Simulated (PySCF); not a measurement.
Isomers of C6H11FS2Si.

All values: PBE0/pcSseg-1 (PySCF) at GFN2-xTB geometries, gas phase, one conformer each.

Question: Rank by HOMO–LUMO gap, lowest first.
A. `[CH3:1][S:2][SiH:3]([S:4][CH3:5])[C:6]1=[CH:7][CH2:8][C@@H:9]1[F:10]` with C1–S2–Si3–S4 -171°, S2–Si3–S4–C5 -25°, S2–Si3–C6–C7 93°
B. `[CH2:1]=[C:2]([CH3:3])[C@@H:4]1[SiH2:5][S:6][CH2:7][S:8][C@@H:9]1[F:10]` with C1–C2–C4–Si5 92°, C2–C4–Si5–S6 174°, C4–Si5–S6–C7 48°, Si5–S6–C7–S8 -61°, S6–C7–S8–C9 71°
C. `[F:1][C@@H:2]1[S:3][CH2:4][S:5][SiH2:6][C@@H:7]1[CH:8]1[CH2:9][CH2:10]1` with Si6–C7–C8–C9 153°, F1–C2–S3–C4 -51°, C2–S3–C4–S5 -73°, S3–C4–S5–Si6 63°, C4–S5–Si6–C7 -48°
D. `[CH3:1][C:2](=[S:3])[C@@:4]1([F:5])[CH2:6][S:7][SiH2:8][C@H:9]1[CH3:10]` with C1–C2–C4–F5 -17°, C2–C4–C6–S7 78°, C4–C6–S7–Si8 28°, C6–S7–Si8–C9 -2°, S7–Si8–C9–C10 -150°

Answer: D (4.08 eV), A (5.75 eV), B (6.49 eV), C (6.78 eV).

All values together:

| SMILES | μ (D) | HOMO (eV) | LUMO (eV) | lowest IAO charge (e) | highest IAO charge (e) | lowest Hirshfeld charge (e) | highest Hirshfeld charge (e) |
| --- | --- | --- | --- | --- | --- | --- | --- |
| CC(=S)[C@@]1(F)CS[SiH2][C@H]1C | 2.04 | -6.41 | -2.33 | -0.429 (C) | +0.683 (Si) | -0.127 (C) | +0.300 (Si) |
| C=C(C)[C@@H]1[SiH2]SCS[C@@H]1F | 1.80 | -6.67 | -0.18 | -0.439 (C) | +0.692 (Si) | -0.127 (C) | +0.306 (Si) |
| F[C@@H]1SCS[SiH2][C@@H]1C1CC1 | 2.21 | -6.61 | 0.17 | -0.439 (C) | +0.682 (Si) | -0.126 (C) | +0.304 (Si) |
| CSCS[SiH2]C1=CC[C@H]1F | 1.88 | -6.54 | -0.76 | -0.508 (C) | +0.684 (Si) | -0.126 (F) | +0.311 (Si) |
| CS[SiH](SC)C1=CC[C@@H]1F | 1.77 | -6.80 | -1.04 | -0.498 (C) | +0.736 (Si) | -0.122 (C) | +0.295 (Si) |
| C=CC[C@@H]1[SiH2]SCS[C@@H]1F | 1.97 | -6.66 | -0.16 | -0.440 (C) | +0.680 (Si) | -0.126 (C) | +0.305 (Si) |

Conformers: `[CH3:1][C:2](=[S:3])[C@@:4]1([F:5])[CH2:6][S:7][SiH2:8][C@H:9]1[CH3:10]` with C1–C2–C4–F5 -17°, C2–C4–C6–S7 78°, C4–C6–S7–Si8 28°, C6–S7–Si8–C9 -2°, S7–Si8–C9–C10 -150°; `[CH2:1]=[C:2]([CH3:3])[C@@H:4]1[SiH2:5][S:6][CH2:7][S:8][C@@H:9]1[F:10]` with C1–C2–C4–Si5 92°, C2–C4–Si5–S6 174°, C4–Si5–S6–C7 48°, Si5–S6–C7–S8 -61°, S6–C7–S8–C9 71°; `[F:1][C@@H:2]1[S:3][CH2:4][S:5][SiH2:6][C@@H:7]1[CH:8]1[CH2:9][CH2:10]1` with Si6–C7–C8–C9 153°, F1–C2–S3–C4 -51°, C2–S3–C4–S5 -73°, S3–C4–S5–Si6 63°, C4–S5–Si6–C7 -48°; `[CH3:1][S:2][CH2:3][S:4][SiH2:5][C:6]1=[CH:7][CH2:8][C@H:9]1[F:10]` with C1–S2–C3–S4 65°, S2–C3–S4–Si5 83°, C3–S4–Si5–C6 -80°, S4–Si5–C6–C7 29°; `[CH3:1][S:2][SiH:3]([S:4][CH3:5])[C:6]1=[CH:7][CH2:8][C@@H:9]1[F:10]` with C1–S2–Si3–S4 -171°, S2–Si3–S4–C5 -25°, S2–Si3–C6–C7 93°; `[CH2:1]=[CH:2][CH2:3][C@@H:4]1[SiH2:5][S:6][CH2:7][S:8][C@@H:9]1[F:10]` with C1–C2–C3–C4 -117°, C2–C3–C4–Si5 -171°, C3–C4–Si5–S6 -179°, C4–Si5–S6–C7 48°, Si5–S6–C7–S8 -63°, S6–C7–S8–C9 72°.
